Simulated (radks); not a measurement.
Task: The osmium ion Os2+ is in [Xe] 4f14 5d6. Method: non-relativistic Kohn-Sham, PBE, spin-polarised, spherical densities, point nucleus; computed with a radial shooting solver on a logarithmic mesh with Libxc functionals. Open shells are filled with parallel spins first. One electron is removed from 5d, 4f, 5p, 5s in turn, with full relaxation. Which removal costs least, and what does each cost?

Result: 5d 27.671 eV; 5p 69.175 eV; 4f 90.630 eV; 5s 96.388 eV. The 5d electron leaves first.
